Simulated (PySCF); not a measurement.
Compound: C4H10N2OSi2.
Atom-mapped SMILES: `[CH3:1][O:2][Si@@H:3]1[CH2:4][C@@H:5]([C:6]#[N:7])[SiH2:8][NH:9]1` (hydrogens: H10, H11, H12 on C1; H13 on Si3; H14, H15 on C4; H16 on C5; H17, H18 on Si8; H19 on N9)

The same species was optimised twice, with GFN2-xTB and with PBE0-D3(BJ)/def2-SVP (PySCF), and the same property calculations (PySCF, gas phase) were run on both structures.

```
      coordinate  GFN2-xTB  PBE0-D3(BJ)/def2-SVP  change
      O2–Si3 (Å)     1.619                 1.663  +0.044
       C5–C6 (Å)     1.425                 1.450  +0.025
      Si3–C4 (Å)     1.892                 1.876  -0.016
      Si8–N9 (Å)     1.728                 1.741  +0.013
       C6≡N7 (Å)     1.146                 1.159  +0.013
       C4–C5 (Å)     1.538                 1.548  +0.010
       C1–O2 (Å)     1.398                 1.399  +0.001
      C5–Si8 (Å)     1.920                 1.921  +0.001
      Si3–N9 (Å)     1.741                 1.740  -0.001
   C1–O2–Si3 (°)     128.7                 125.0    -3.7
  Si3–N9–Si8 (°)     117.9                 114.7    -3.2
    C4–C5–C6 (°)     111.2                 114.0    +2.8
   Si3–C4–C5 (°)     109.0                 106.6    -2.4
   C5–Si8–N9 (°)      95.6                  97.7    +2.1
   C4–C5–Si8 (°)     109.3                 107.7    -1.6
   C4–Si3–N9 (°)      97.9                  99.3    +1.4
   C6–C5–Si8 (°)     111.5                 112.9    +1.4
C1–O2–Si3–C4 (°)       178                   175      -3
```

Rotational constants: A = 2440, B = 692.3, C = 590.9 MHz (GFN2-xTB) against A = 2307, B = 701.6, C = 608.6 MHz (PBE0-D3(BJ)/def2-SVP). Point groups within 0.08 Å: C1 and C1.

On the GFN2-xTB structure: HOMO (eV) -7.82 [PBE0/pcSseg-1]; LUMO (eV) 0.18 [PBE0/pcSseg-1]; dipole (D) 6.01 [PBE0/pcSseg-1]; GIAO shielding of C1 (ppm) 134.5 [PBE0/pcSseg-1]; GIAO shielding of O2 (ppm) 292.9 [PBE0/pcSseg-1]; GIAO shielding of Si3 (ppm) 361.8 [PBE0/pcSseg-1]; GIAO shielding of C4 (ppm) 170.2 [PBE0/pcSseg-1]; GIAO shielding of C5 (ppm) 180.0 [PBE0/pcSseg-1]; GIAO shielding of C6 (ppm) 59.8 [PBE0/pcSseg-1]; GIAO shielding of N7 (ppm) -25.6 [PBE0/pcSseg-1]; GIAO shielding of Si8 (ppm) 368.6 [PBE0/pcSseg-1].

Question: What do these properties become on the PBE0-D3(BJ)/def2-SVP structure?

Answer: 
```csv
property,level,on GFN2-xTB,on PBE0-D3(BJ)/def2-SVP,change
HOMO (eV),PBE0/pcSseg-1,-7.82,-7.95,-0.13
LUMO (eV),PBE0/pcSseg-1,0.18,0.16,-0.02
dipole (D),PBE0/pcSseg-1,6.01,5.79,-0.22
"energy, GFN2-xTB geometry as zero (kcal/mol)",PBE0/pcSseg-1,0.0,-2.9,-2.9
GIAO shielding of C1 (ppm),PBE0/pcSseg-1,134.5,133.1,-1.4
GIAO shielding of O2 (ppm),PBE0/pcSseg-1,292.9,287.2,-5.7
GIAO shielding of Si3 (ppm),PBE0/pcSseg-1,361.8,357.8,-4.0
GIAO shielding of C4 (ppm),PBE0/pcSseg-1,170.2,169.5,-0.7
GIAO shielding of C5 (ppm),PBE0/pcSseg-1,180.0,176.8,-3.2
GIAO shielding of C6 (ppm),PBE0/pcSseg-1,59.8,58.7,-1.1
GIAO shielding of N7 (ppm),PBE0/pcSseg-1,-25.6,-35.6,-10.0
GIAO shielding of Si8 (ppm),PBE0/pcSseg-1,368.6,369.3,+0.7
```

The heavy atoms differ by 0.156 Å rms after alignment. Among bonds between heavy atoms O2–Si3 changes most (+0.044 Å). Changes are differences of the printed values. Neither structure is proved a minimum here.
